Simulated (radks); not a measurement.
The numbers below are computed, except where a source is named.
Problem. The mean radii <r> (bohr) of the occupied orbitals of an atom or ion are listed with their occupations. Code: a radial shooting solver on a logarithmic mesh with Libxc functionals. Model: non-relativistic Kohn-Sham, PBE, spin-polarised, spherical densities, point nucleus.

| orbital | occ. | <r> |
|---|---|---|
| 1s up | 1 | 0.3283 |
| 1s down | 1 | 0.3281 |
| 2s up | 1 | 1.623 |

Name the element and its charge. Open shells, if any, are filled with parallel spins first.

Solution. Z = 5, boron, charge +2: B2+ in [He] 2s1. The 1s radius gives Z: for a bare nucleus <r> = 1.5/Z, 0.3 bohr for Z = 5, and screening makes it slightly larger (0.3283 here). The occupations add up to 3, and the charge is Z minus that.
